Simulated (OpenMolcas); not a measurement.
**Mo2+: moving or changing the point charges**

Mo2+ among 2 point charges of -1 e arranged as a linear pair (D∞h), 2.07 Å from the ion.
```
   0.0000    0.0000    2.0700  -1.00
   0.0000    0.0000   -2.0700  -1.00
```

| Property | Result |
| --- | --- |
| Program | OpenMolcas |
| Method | SS-CASPT2, IPEA 0.25 Eh, imaginary shift 0.1 Eh (closed shells correlated: 4s 4p) |
| Basis | ANO-RCC-VTZP [7s6p4d2f1g] |
| Scalar Hamiltonian | DKH2, point nucleus |
| Active space | 4 electrons in 5 orbitals (4d) |
| State averaging | 2S+1 = 5 even, 5 roots; 2S+1 = 3 even, 45 roots; 2S+1 = 1 even, 50 roots |
| Spin-orbit coupling | RASSI with atomic mean-field integrals over the reference wave functions |

Runs around this geometry, states (labels by Λ). Energies in cm-1 above the lowest state or level, χT in cm3 K/mol.

| R (Å) | q (e) | Ground state | First state of that spin | First gap with spin-orbit (degeneracies) | χT at 300 K | First state of another spin |
| --- | --- | --- | --- | --- | --- | --- |
| 2.07 | -0.65 | 5Σ | 5Π 2900 | 48 (1, 2) | 2.333 | 3Φ 13720 |
| 1.93 | -1 | 5Σ | 5Π 2700 | 43 (1, 2) | 2.403 | 3Φ 11220 |
| 2.07 | -1 | 5Σ | 5Π 2710 | 46 (1, 2) | 2.352 | 3Φ 12180 |
| 2.27 | -1 | 5Σ | 5Π 2440 | 52 (1, 2) | 2.244 | 3Φ 13080 |

Scaling the charges by -0.65 / -1 = 0.65 scales the first state of the same spin by 2900 / 2710 = 1.07; with fixed orbitals a first-order splitting would follow the charge.

Roots that are degenerate in the reference are averaged as groups; the widest CASPT2 spread within a group is 140 cm-1 (the 2-fold group of multiplicity 1 near 58900 cm-1 above the lowest state of its run, R = 2.27, q = -1). Shifts and gaps below about the spread of the groups concerned are not significant. Point charges give a weaker field than real ligands, and real ions of this kind are as a rule low spin; the high spin found here belongs to the model. Free-ion shares, where given, are those of the reference states; single-state CASPT2 does not remix them. This is an electrostatic model: the charges have no orbitals. No measured value stands beside these numbers.
